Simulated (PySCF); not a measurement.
Structure problem from calculated spectra and properties.

Formula: C7H3F5.

| Item | Value |
| --- | --- |
| NMR, other nuclei | isotropic shieldings of nuclei other than C and H, by class: 264 (3 F), 301 (2 F) ppm [GIAO PBE0/pcSseg-1] |
| 1H NMR | chemical shifts (computed TMS as zero) by class: 3.28 (2 H), 1.35 (1 H) ppm [GIAO PBE0/pcSseg-1] |
| Rotational structure | rotational constants A, B, C: 1.677, 0.548, 0.492 GHz [GFN2-xTB] |
| Dipole | 2.03 D [PBE0/pcSseg-1] |
| 13C NMR | chemical shifts (computed TMS as zero) by class: 128.7 (1 C), 122.2 (1 C), 79.8 (1 C), 74.4 (1 C), 73.4 (1 C), 69.5 (1 C), 28.3 (1 C) ppm [GIAO PBE0/pcSseg-1] |

The electronic properties come from PySCF, for the isolated species, density fitting. Levels stand in brackets. The structure is a single GFN2-xTB conformer in the gas phase; no vibrational or solvent corrections. NMR classes are plain means over equivalent atoms (diastereotopic ones count apart unless rotation or inversion swaps them), as if these changed places fast.

Problem. Propose a structure and show how it fits.

Solution. Numbering: `[CH:1]#[C:2][C:3]#[C:4][CH2:5][C:6]([F:7])([F:8])[C:9]([F:10])([F:11])[F:12]`. Its formula, C7H3F5, gives 4 degrees of unsaturation: 0 rings and 4 π bonds in the structure found. 7 carbons fall into 7 classes; from least to most shielded: CF3 carbon [C9] (128.7 ppm), CF2 carbon [C6] (122.2 ppm), alkyne carbon [C3] (79.8 ppm), terminal alkyne carbon [C1] (74.4 ppm), alkyne carbon [C2] (73.4 ppm), alkyne carbon [C4] (69.5 ppm), propargylic carbon [C5] (28.3 ppm). Hydrogen classes from least to most shielded: 2 H on a propargylic carbon, C5 (3.28 ppm), 1 H on a terminal alkyne carbon, C1 (1.35 ppm). The other shieldings belong to: 264 ppm, fluorine of a CF3 group [F10/F11/F12]; 301 ppm, fluorine of a CF2 group [F7/F8]. The optimised geometry has point group C1 and is an asymmetric top. Structure: `C#CC#CCC(F)(F)C(F)(F)F`. The assignments are read from this structure; whether some other isomer fits the data as well wasn't checked.

The values belong to the conformer `[CH:1]#[C:2][C:3]#[C:4][CH2:5][C:6]([F:7])([F:8])[C:9]([F:10])([F:11])[F:12]`: C4–C5–C6–F7 -65°, C5–C6–C9–F10 166°.
